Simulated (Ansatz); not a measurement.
Stepwise reaction of `F[SiH2]O[SiH](F)F` with hydrogen chloride, as a gas-phase model of exchange steps in deposition or etching. ΔE in kJ/mol.

Isolated molecules relaxed with PBE0-D4/def2-TZVP in Ansatz; ΔE leaves out vibrations. CCSD(T)/CBS adds triple-zeta CCSD(T) − MP2 to the extrapolated MP2 energy (def2 sets, frozen cores). This one scheme is used for every species. Functionals use def2-TZVPP. B3LYP here is the variant with VWN-RPA as its local correlation; programs differ in this. Each species was taken in one conformer, which may not be the lowest.

| step | reaction | PBE-D4 | B3LYP-D4 | ωB97M-V | CCSD(T)/CBS |
| --- | --- | --- | --- | --- | --- |
| 1 | `F[SiH2]O[SiH](F)F` + HCl → `F[SiH](F)O[SiH2]Cl` + H–F | 37.7 | 47.5 | 46.2 | 44.4 |
| 2 | `F[SiH](F)O[SiH2]Cl` + HCl → `F[SiH](Cl)O[SiH2]Cl` + H–F | 43.3 | 53.6 | 51.9 | 50.8 |
| 3 | `F[SiH](Cl)O[SiH2]Cl` + HCl → `Cl[SiH2]O[SiH](Cl)Cl` + H–F | 42.5 | 52.3 | 51.4 | 49.0 |

**Question.** By hand: ΔE of the 3 steps together at CCSD(T)/CBS.

**Answer.** (44.4) + (50.8) + (49.0) = 144.2 kJ/mol, or 48.1 kJ/mol a step.

In ΔE step 1 is the lowest and step 2 the highest. All are uphill at CCSD(T)/CBS. PBE-D4 differs from CCSD(T)/CBS by -7.5 to -6.5 kJ/mol a step. Only this route is followed, and other bonds may react first. Isolated molecules leave out the surface, adducts and barriers. Largest T1 diagnostic: 0.012.
